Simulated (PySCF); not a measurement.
SMILES CO[CH]COCCOC (C6H13O3), doublet, GFN2-xTB optimised geometry.

```
22

C     -2.31     2.20     4.46
O     -3.42     2.01     3.62
C     -3.24     2.16     2.28
C     -1.92     2.38     1.64
O     -1.09     1.21     1.75
C      0.15     1.35     1.11
C      0.86     0.00     1.13
O      0.47    -0.74     0.00
C      0.98    -2.05     0.00
H     -2.64     1.91     5.46
H     -2.00     3.25     4.48
H     -1.47     1.57     4.15
H     -4.06     1.76     1.72
H     -2.08     2.61     0.58
H     -1.38     3.23     2.10
H      0.76     2.11     1.62
H      0.00     1.66     0.06
H      0.60    -0.53     2.05
H      1.96     0.16     1.11
H      2.08    -2.05     0.00
H      0.63    -2.61     0.87
H      0.62    -2.52    -0.91
```

Density from unrestricted B3LYP/def2-SVP in PySCF 2.14.0 at that geometry.

Minimum of the electron density along straight lines between bonded atoms, close to the bond critical point (lines longer than 1.1 times the sum of covalent radii, or with two minima, are not listed):

| bond | length / Å | ρ at the minimum / e bohr⁻³ | ∇²ρ there / e bohr⁻⁵ | position (fraction from the first atom) |
|---|---|---|---|---|
| C1–O2 | 1.405 | 0.257 | -0.36 | 0.34 |
| O2–C3 | 1.362 | 0.277 | -0.08 | 0.67 |
| C3–C4 | 1.476 | 0.272 | -0.67 | 0.50 |
| C4–O5 | 1.437 | 0.246 | -0.48 | 0.36 |
| O5–C6 | 1.404 | 0.265 | -0.49 | 0.65 |
| C6–C7 | 1.525 | 0.256 | -0.63 | 0.50 |
| C7–O8 | 1.406 | 0.264 | -0.48 | 0.35 |
| O8–C9 | 1.403 | 0.264 | -0.46 | 0.66 |
| C1–H10 | 1.089 | 0.284 | -1.10 | 0.64 |
| C1–H11 | 1.096 | 0.279 | -1.04 | 0.63 |
| C1–H12 | 1.093 | 0.284 | -1.10 | 0.64 |
| C3–H13 | 1.075 | 0.289 | -1.12 | 0.64 |
| C4–H14 | 1.098 | 0.279 | -1.05 | 0.63 |
| C4–H15 | 1.104 | 0.275 | -1.00 | 0.63 |
| C6–H16 | 1.103 | 0.276 | -1.01 | 0.63 |
| C6–H17 | 1.099 | 0.279 | -1.04 | 0.63 |
| C7–H18 | 1.100 | 0.279 | -1.04 | 0.63 |
| C7–H19 | 1.102 | 0.277 | -1.01 | 0.63 |
| C9–H20 | 1.098 | 0.278 | -1.03 | 0.63 |
| C9–H21 | 1.097 | 0.278 | -1.04 | 0.63 |
| C9–H22 | 1.088 | 0.285 | -1.11 | 0.64 |
